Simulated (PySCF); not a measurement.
Computed IR spectrum (relative IR intensity) of a molecule C₄H₂BrCl. Geometry: PBE-D3(BJ)/def2-SVP. Other conformers were not sampled. Calculation: PySCF with PBE-D3(BJ)/def2-SVP. Frequencies are harmonic and unscaled.

| ν (cm⁻¹) | relative intensity |
|---|---|
| 205 | 2.4 |
| 255 | 5.5 |
| 624 | 31 |
| 668 | 20 |
| 701 | 3.0 |
| 739 | 100 |
| 753 | 25 |
| 1008 | 53 |
| 1220 | 4.2 |
| 1579 | 3.0 |
| 2149 | 10 |
| 3164 | 12 |
| 3406 | 82 |

Question: Which structure fits?
A) C#C/C=C(/Cl)Br
B) C#C/C(Cl)=C\Br
C) C#C/C(Br)=C\Cl

Answer: B, C#C/C(Cl)=C\Br
